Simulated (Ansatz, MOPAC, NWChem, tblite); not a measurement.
## A ladder of methods for C2H5AlO (SMILES [CH3][Al]1[CH2][O]1)

The species is C2H5AlO (9 atoms), meant as a singlet with charge 0. As SMILES, `[CH3][Al]1[CH2][O]1`. Geometry: relaxed at PBE0-D4/def2-TZVP.

Quantity: the HOMO–LUMO gap, in eV. The values are calculated.

```
                                level                    kind  program  value (eV)   CPU time
                                  PM6          semi-empirical    MOPAC       10.67  under 2 s
                            IPEA1-xTB          semi-empirical   tblite        2.74  under 2 s
      HF/6-31G* (spherical functions)            Hartree–Fock   Ansatz       11.26      1.6 s
   SVWN5/6-31G* (spherical functions)                     LDA   NWChem        3.58       19 s
    BLYP/6-31G* (spherical functions)                     GGA   Ansatz        3.55      4.7 s
  r2SCAN/6-31G* (spherical functions)                meta-GGA   Ansatz        4.15       11 s
   B3LYP/6-31G* (spherical functions)           global hybrid   NWChem        5.19       33 s
 wB97M-V/6-31G* (spherical functions)  range-separated hybrid   Ansatz        9.51       68 s
PBE-QIDH/6-31G* (spherical functions)           double hybrid   Ansatz        9.15      8.6 s
```

The values span 2.74 to 11.26 eV. Orbital gaps aren't excitation energies, and those of double hybrids come from the SCF part alone; they tend to grow with the share of exact exchange. Times are those of the runs behind each value, whatever else they computed, on shared processors of several kinds: orders of magnitude only.
